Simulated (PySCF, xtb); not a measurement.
C₃H₃BF₂O, SMILES FB(F)C1=CCO1.

xtb with GFN2-xTB at its own geometry gives an orbital gap of 3.39 eV and a dipole moment of 3.44 D.

Geometry: PBE-D3(BJ)/def2-SVP. This is a generated structure with no PubChem entry under its InChIKey; it may be hypothetical. One conformer was computed; it need not be the lowest.

**Question.** What does PySCF with r2SCAN/def2-TZVP give? (The exact figures need the calculation; the answer reports its results.)

**Answer.** gap 3.80 eV (levels -6.15 and -2.34 eV), dipole 2.85 D.
